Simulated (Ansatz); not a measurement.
Job for Ansatz (a program for electronic structure): R-SVWN5/def2-TZVPPD on HI (SMILES I). Elements past Kr take the def2 small-core potentials; no spin–orbit coupling. Files ending in .json are basis or fitting sets from the Basis Set Exchange.

Ansatz 0.2 input:
```yaml
crystal:
  periodic: [false, false, false]
  atoms:
    - {symbol: I, position_ang: [-0.13774925, 0.20986365, 3.41960823]}
    - {symbol: H, position_ang: [0.27299526, 0.73097605, 1.94363786]}
basis:
  gaussian:
    orbitals: def2-TZVPPD.json
hamiltonian:
  xc: {name: SVWN5}
scf: {lower_state_search: off}
```

The head of its log:

```
WARN ansatz: RAYON_NUM_THREADS=2 ignored (pool sized by the plan → 2); use --threads N
Functional definition: SVWN5
these checks for a lower state are left out or cut short: stability, starts, cluster_reference, orbital_swaps, neighbouring_geometries, increment
integrals: 0.01 GiB planned
473 factors; their error is unknown
mean field: 0.16 GiB planned
mean field evaluation 1: about -8105.6617 eV, gradient 7.9e0 eV
mean field evaluation 2: about -8105.6528 eV, gradient 9.8e0 eV
```

Problem. What total energy does the run end on?

Solution. -297.8836 hartree.
